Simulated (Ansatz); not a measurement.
`[CH3][Sb]([OH])[TeH]` + `[GaH3]` → `[CH3][Sb]([OH])[GaH2]` + H₂Te  (formal exchange of groups at the Sb–Te bond)

Calculated with Ansatz (gas phase, PBE0-D4/def2-TZVP geometries, no zero-point term in ΔE). CCSD(T)/CBS is the MP2 limit (def2-TZVPP, def2-QZVPP) plus CCSD(T) − MP2 in def2-TZVPP, frozen cores. Elements past krypton have def2 core potentials. For Ga, Sb, Te outer-core shells are correlated without core-valence functions, which leaves a few kJ/mol of doubt a bond. Scalar relativity is left out up to krypton. One conformer a species, not always the lowest.

| level | ΔE (kJ/mol) |
| --- | --- |
| MP2/def2-TZVPP | 51.8 |
| SCS-MP2/def2-QZVPP | 55.5 |

What does CCSD(T)/CBS give? (An estimate is asked.)

The calculation gave: +50.9 kJ/mol. The listed levels differ from it by 0.9, 4.6 kJ/mol.

Largest T1 diagnostic among the species: 0.014.

At CCSD(T), def2-SVP lies −9.2 kJ/mol from the extrapolated value and def2-TZVPP −9.2 kJ/mol. Leaving LDA and LC-ωPBE aside and taking each functional with its dispersion term where it has one, the values, not all of them listed here, spread over 6.2 kJ/mol, from PBE-D4 to B97M-V. From BLYP to BHLYP (50 % exact exchange), in def2-TZVPP and without D4, ΔE moves by +3.2 kJ/mol.

CCSD(T)/CBS has its own doubt, a few kJ/mol and more with outer-core shells, so smaller differences from it don't rank the levels.
